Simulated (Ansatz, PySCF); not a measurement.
Gas-phase reaction (SMILES): [SiH3][SiH2]Cl → [SiH2][SiH3] + Cl atom; the Cl-Si bond at the site shown breaks (other sites are not compared here).

Structures are relaxed separately at B3LYP-D3(BJ)/def2-TZVP in Ansatz (a program for electronic structure). Correlated levels leave the core frozen unless marked. UHF or UKS for open shells. No spin-orbit coupling. No relativistic terms. CBS marks a two-point X^-3 extrapolation of the correlation energy; Hartree-Fock from the larger set. The bracket is a focal-point correction in the basis named. Thermal terms are rigid-rotor harmonic-oscillator values from B3LYP-D3(BJ) frequencies (PySCF) at 298.15 K and 1 atm. 1 Eh = 627.5095 kcal/mol. Atoms have translation alone.

```json
[
 {"species": "[SiH3][SiH2]Cl", "E, RI-MP2/CBS(cc-pV(T+d)Z,cc-pV(Q+d)Z)+[CCSD(T)-MP2]/cc-pV(T+d)Z (Ansatz) (Eh)": "-1040.96888", "E, wB97X-V/def2-TZVPD (Ansatz) (Eh)": "-1042.10259", "H - E (Eh)": "0.05015"},
 {"species": "[SiH2][SiH3]", "E, RI-MP2/CBS(cc-pV(T+d)Z,cc-pV(Q+d)Z)+[CCSD(T)-MP2]/cc-pV(T+d)Z (Ansatz) (Eh)": "-581.08943", "E, wB97X-V/def2-TZVPD (Ansatz) (Eh)": "-581.84957", "H - E (Eh)": "0.04534"},
 {"species": "Cl atom", "E, RI-MP2/CBS(cc-pV(T+d)Z,cc-pV(Q+d)Z)+[CCSD(T)-MP2]/cc-pV(T+d)Z (Ansatz) (Eh)": "-459.70639", "E, wB97X-V/def2-TZVPD (Ansatz) (Eh)": "-460.08005", "H - E (Eh)": "0.00236"}
]
```

Problem. Work out ΔE and ΔH at 298.15 K at the first level, then ΔH at the second.

Solution. 
1. ΔE = [(-581.08943) + (-459.70639)] - [(-1040.96888)] = 0.17306 Eh = 108.6 kcal/mol at RI-MP2/CBS(cc-pV(T+d)Z,cc-pV(Q+d)Z)+[CCSD(T)-MP2]/cc-pV(T+d)Z.
2. The terms H - E add up to -0.00245 Eh, so ΔH = (0.17306 + (-0.00245))×627.5095 = 107.1 kcal/mol.
3. At wB97X-V/def2-TZVPD the same steps give ΔE = 108.5 and ΔH = 107.0 kcal/mol, a shift of -0.1 from the first level.
4. These values are not checked against measurement here, since the tables used lack a sound gas-phase enthalpy of formation for at least one species.
